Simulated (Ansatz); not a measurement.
One change: `C=C(Br)OC` becomes `C=[C]([GeH3])Br`.

Ansatz, PBE0-D4/def2-TZVP geometries, multiplicity 1. Each molecule was computed in one conformer, which needn't be the lowest.

Scalar relativity is left out up to krypton. Spin–orbit coupling is left out; it splits and shifts lone-pair levels of the heavy atoms by tenths of an eV.

```
                                          property  `C=C(Br)OC`
size of the dipole moment (ωB97M-V/def2-TZVPP) / D         1.53
                 LUMO energy (PBE/def2-TZVPP) / eV        -1.02
               HOMO–LUMO gap (PBE/def2-TZVPP) / eV         4.89
  size of the dipole moment (B3LYP/def2-TZVPP) / D         1.55
                HOMO energy (PBE0/def2-TZVPP) / eV        -7.08
             HOMO energy (ωB97M-V/def2-TZVPP) / eV        -9.28
```

Task: What does the change do to each property? (Estimate.)

Result: The calculation gave: 
| property | `C=[C]([GeH3])Br` | shift |
| --- | --- | --- |
| size of the dipole moment (ωB97M-V/def2-TZVPP) / D | 1.48 | -0.05 |
| LUMO energy (PBE/def2-TZVPP) / eV | -1.62 | -0.60 |
| HOMO–LUMO gap (PBE/def2-TZVPP) / eV | 4.73 | -0.16 |
| size of the dipole moment (B3LYP/def2-TZVPP) / D | 1.42 | -0.13 |
| HOMO energy (PBE0/def2-TZVPP) / eV | -7.48 | -0.40 |
| HOMO energy (ωB97M-V/def2-TZVPP) / eV | -9.65 | -0.37 |

With PBE0 the HOMO falls by 0.40 eV and the LUMO falls by 0.64 eV, so the gap narrows by about 0.24 eV. PBE moves the HOMO by -0.44 eV and ωB97M-V by -0.37 eV. Dipoles are sizes alone; their direction can turn.

B3LYP here is the variant with VWN-RPA as its local correlation; programs differ in this.
